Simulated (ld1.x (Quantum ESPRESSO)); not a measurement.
## Varying the RRKJ potential for Sc

Base potential:

* Element: Sc (Z = 21)
* Generator: ld1.x (Quantum ESPRESSO) 7.5
* Type: norm-conserving RRKJ (Kleinman–Bylander form)
* Functional: PW91
* Relativity: fully relativistic
* Frozen core: [Ar]
* Valence charge: 3
* Reference configuration: 3d1 4s1.75 4p0 (charge +0.25)
* Partial waves: 4p (bound, empty): rc 3.70 bohr; 3d (bound): rc 2.10 bohr; 4s (bound): rc 2.30 bohr
* Local potential: the s channel
* Core correction: none
* rho0: 0.02

Open shells are filled in proportion to 2j + 1 (rel_dist='average').

Cutoffs, loose and tight: the cutoffs (Ry, on a coarse ladder) from which the occupation-weighted sum of valence levels, in a spherical-Bessel basis at the reference potential, stays within 10 and 1 mRy of its value at 400 Ry. They do not see the model core or the augmentation charge, which bear on the density cutoff. Test errors are all-electron minus pseudo excitation energies from the reference, over the configurations 3d1 4s2 4p0; 3d1 4s1 4p0; 3d1 4s0 4p0; 3d0 4s2 4p1; 3d1.5 4s1.5 4p0; 3d1 4s0 4p1; 3d2 4s0 4p0. A dash means not determined; rows that change the core or the reference have their own tests.

A true bound ghost makes a file unfit for plane-wave use even where its test errors are small: the radial tests pick states by their node count and pass the ghost by.

Cutoffs are not given where the Bessel-basis levels miss the radial ones by over 6 mRy, ghosts where they miss by over 20 mRy; a channel whose overlap is not positive is not tested.

| change | outcome | cutoff, loose | cutoff, tight | bound ghosts | largest test error (meV) |
| --- | --- | --- | --- | --- | --- |
| base | generated | 35 Ry | 40 Ry | none | +571 |
| all radii scaled by about 0.78 (s 1.78, p 2.88, d 1.64 bohr) | generated, misses its reference levels by 0.51 eV | – | – | not determined | +2131 |
| all radii scaled by about 0.84 (s 1.94, p 3.12, d 1.78 bohr) | generated | 45 Ry | 60 Ry | p3/2, p1/2 | +1457 |
| all radii scaled by about 0.93 (s 2.14, p 3.44, d 1.96 bohr) | generated | 40 Ry | 45 Ry | none | +690 |
| all radii scaled by about 1.17 (s 2.70, p 4.32, d 2.46 bohr) | generated | 25 Ry | 30 Ry | none | +743 |
| all radii scaled by about 1.38 (s 3.18, p 5.10, d 2.90 bohr) | generated | 18 Ry | 21 Ry | none | +865 |

(1) What comes out with this change to the base: all radii scaled by about 1.30 (s 2.98, p 4.80, d 2.72 bohr)?

(2) What comes out with this change to the base: all radii scaled by about 1.24 (s 2.84, p 4.58, d 2.60 bohr)?

(3) What comes out with this change to the base: all radii scaled by about 1.09 (s 2.50, p 4.02, d 2.28 bohr)?

## Answers

(1) outcome: generated; cutoff, loose: 21 Ry; cutoff, tight: 25 Ry; bound ghosts: none; largest test error (meV): +830.

(2) outcome: generated; cutoff, loose: 21 Ry; cutoff, tight: 30 Ry; bound ghosts: none; largest test error (meV): +787.

(3) outcome: generated; cutoff, loose: 30 Ry; cutoff, tight: 35 Ry; bound ghosts: none; largest test error (meV): +656.

Reading the sweep of the scale of all radii (base = 1) (base included, trends over the rows without a ghost): The loose cutoff falls from 40 Ry at 0.93 to 18 Ry at 1.38. A larger radius leaves more room for a smooth pseudo-wave, so fewer plane waves are needed; a smaller one forces it to follow the all-electron wave where it bends sharply. The median size of the test errors (rows with all tests solved) rises from 27.0 meV at 0.93 to 67.3 meV at 1.38, with one reversal. More of the atom is replaced by a form fitted at one configuration, so other configurations suffer as the radius grows. Bound ghosts are found at 0.84.
